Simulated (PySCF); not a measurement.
Computed with B3LYP-D3(BJ)/def2-TZVP // r2SCAN-D4/def2-SVP (PySCF 2.14.0). Isolated molecules, 0 K electronic values unless said otherwise. One relaxed conformer stands for a flexible species; it need not be the lowest. B3LYP has the VWN-RPA correlation part, as in Gaussian. 

Reference species: [Hf(OH)3(H)] (neutral, multiplicity 1).

```json
{
 "mean_distance_from_the_central_atom_to_its_bonded_neighbours": "1.911 Å",
 "HOMO": "-7.52 eV"
}
```

Changed species: [Hf(OH)4] (0 of 4 OH replaced by H; the reference has 1 of 4 OH replaced by H).

**Question.** What does the change do to the mean distance from the central atom to its bonded neighbours and HOMO?

**Answer.** the mean distance from the central atom to its bonded neighbours goes up by 0.025 Å, to 1.936 Å; the HOMO falls by 0.62 eV, to -8.14 eV.
